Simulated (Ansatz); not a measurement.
This Ansatz (a quantum-chemistry and plane-wave program) input (r2SCAN/6-31G) gives -0.49823 Eh with 2 basis functions. A basis named .json is the Basis Set Exchange file of that set (core-valence sets with the plain set on hydrogen).

Ansatz 0.2 input:
```yaml
crystal:
  periodic: [false, false, false]
  atoms:
    - {symbol: H, position_ang: [0.00000000, 0.00000000, 0.00000000]}
basis:
  gaussian:
    orbitals: 6-31G
hamiltonian:
  xc: {name: r2SCAN}
magnetization: {spin_polarized: true, initial_magnetization: 1}
scf: {lower_state_search: full}
```

Change:
```diff
- orbitals: 6-31G
+ orbitals: jun-cc-pV_T+d_Z.json
```

### Question
What does the run give now?

### Answer
-0.49993 Eh (r2SCAN/jun-cc-pV(T+d)Z, 14 functions), a change of -1.70 mEh.
